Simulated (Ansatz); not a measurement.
System: sum formula ZrOF2, net charge -1, doublet state. The spin state was set by rule; other spins were not relaxed. 
Geometry from a B3LYP-D3(BJ)/def2-TZVP (Ansatz, a quantum-chemistry and plane-wave program) optimisation:
```xyz
4

Zr    -0.0826     0.0281     0.1563
O     -1.2576    -1.2499    -0.2849
F     -0.2615     1.6727    -0.9634
F      1.7466    -0.6865     0.5220
```
Charge -1, spin multiplicity 2.

Total electronic energies in hartree. Cores are frozen in the correlated levels unless marked. Open shells are spin-unrestricted. No spin-orbit coupling. Frozen are the shells of the preceding noble gas and the d and f shells that filled before the atom's block. Past Kr the def2 sets carry scalar-relativistic core potentials. STO-3G rows are all-electron and non-relativistic. Basis-set limits of correlation are two-point, X^-3; Hartree-Fock from the larger set. The bracket is a focal-point correction in the basis named.

```csv
level,program,energy (Eh)
RI-HF/def2-QZVPPD,Ansatz,-320.65205
revPBE/def2-TZVPD,Ansatz,…
B3LYP-D4/def2-TZVPD,Ansatz + dftd4,-322.37847
HSE06-D3(BJ)/def2-TZVPD,Ansatz + dftd3,-322.05507
HSE06/def2-TZVPD,Ansatz,-322.05362
CAM-B3LYP-D4/def2-TZVPD,Ansatz + dftd4,…
B2GP-PLYP-D4/def2-TZVPD,Ansatz + dftd4,…
CCSD/STO-3G,Ansatz,-3773.39722
"RI-MP2/CBS(def2-TZVPPD,def2-QZVPPD)+[CCSD(T)-MP2]/def2-SVPD",Ansatz,-321.6711
```

### Question
Fill in the missing entries.

### Answer

- revPBE/def2-TZVPD, energy (Eh): -322.30770
- CAM-B3LYP-D4/def2-TZVPD, energy (Eh): -322.25312
- B2GP-PLYP-D4/def2-TZVPD, energy (Eh): -321.97366
